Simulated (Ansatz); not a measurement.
Basis sets compared for the cluster H2Au3⁺. The state is a singlet with charge 1. Geometry PBE-D4/def2-TZVP. Ansatz on 2 threads of Intel Xeon Platinum 8375C on a shared host; times are rough, and most runs start from earlier orbitals.

```xyz
5

Au   -0.061    0.074    0.056
Au   -0.046   -1.211    2.374
Au   -0.411    1.768   -1.951
H     1.035   -0.776    1.208
H    -0.516    0.145   -1.687
```

In the def2 sets Au takes a core potential; there is no spin–orbit coupling. The structure comes from a short search, and lower isomers may exist.

| level | functions | energy (Eh) | HOMO (eV) | LUMO (eV) | wall time |
| --- | --- | --- | --- | --- | --- |
| PBE-D4/def2-SVP | 106 | -408.2772 | -11.81 | -8.86 | 1.9 s |
| PBE0-D4/def2-SVP | 106 | -408.1370 | -12.80 | -7.80 | 2.8 s |

(1) Estimate the rows for PBE-D4/def2-TZVP, PBE0-D4/def2-TZVP.

Answers

(1) 
```csv
level,functions,energy (Eh),HOMO (eV),LUMO (eV),wall time
PBE-D4/def2-TZVP,132,-408.3024,-11.79,-8.89,3.1 s
PBE0-D4/def2-TZVP,132,-408.1626,-12.79,-7.81,3.6 s
```
